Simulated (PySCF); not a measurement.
Computed IR spectrum (relative IR intensity) of a molecule C4H4F2O2. Coordinates come from a PBE-D3(BJ)/def2-SVP optimisation. Other conformers were not sampled. These are PBE-D3(BJ)/def2-SVP in PySCF 2.14.0 values and carry that method's errors. Frequencies are harmonic and unscaled.

ν (cm⁻¹): 270 (w), 824 (w), 951 (m), 980 (w), 1000 (w), 1083 (m), 1111 (s), 1134 (m), 1155 (s), 1221 (vs), 1290 (m), 1311 (s), 1378 (vw), 1823 (m), 2866 (s), 2903 (m), 3040 (w), 3053 (w) (against the strongest line: vs over 80 %, s over 45 %, m over 15 %, w over 4 %, vw less)

**Question.** Identify the compound among the candidates.
A. FC(F)=C1COCO1
B. COC(=O)C=C(F)F
C. CC1=COC(F)(F)O1
D. O=C(O)C/C(F)=C/F

**Answer.** A, FC(F)=C1COCO1
